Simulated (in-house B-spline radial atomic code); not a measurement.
**Ionising the silicon ion Si¹⁰⁺ with different functionals**

Computed with an all-electron radial atomic-structure program (B-spline basis): non-relativistic Hamiltonian, point nucleus, spin-polarised at highest spin, spherical fractional occupations for the functionals, and exact exchange of hybrids averaged over the configuration. The ionisation energy is the difference of two self-consistent energies, [He] 2s2 → [He] 2s1, without Breit or QED terms; ε is the level of the shell that loses the electron (its least bound occupied spin orbital).

```tsv
method	rung	ΔSCF (eV)	-ε(2s) (eV)
PBE0	global hybrid	472.30	457.72
B3LYP	global hybrid	472.36	456.94
TPSSh	global hybrid	472.37	455.70
M06-2X	global hybrid	473.18	462.75
BHandHLYP	global hybrid	471.97	462.42
r2SCAN0	global hybrid	471.11	458.43
B97-1	global hybrid	472.67	457.10
HSE06	range-separated hybrid	472.29	457.28
wB97X	range-separated hybrid	470.11	459.90
CAM-B3LYP	range-separated hybrid	472.20	458.90
LC-wPBE	range-separated hybrid	472.59	459.02
```

Among the functionals, which spreads more, the ΔSCF values or the orbital energies?

The orbital energies: ΔSCF values span about 3.07 eV and the orbital energies 7.05 eV.

How do they compare with the NIST value?

NIST lists 476.27 eV ± 0.019 (semi-empirical, ground level to ground level). Errors run from -6.17 to -3.09 eV. The correlated functionals all miss on the same side by more than they spread, so the cause is common to them (relativity, Breit-QED terms, the near-degeneracy of s² and p², or a listed next ion that isn't the cheapest removal here) and closeness doesn't rank the functionals.
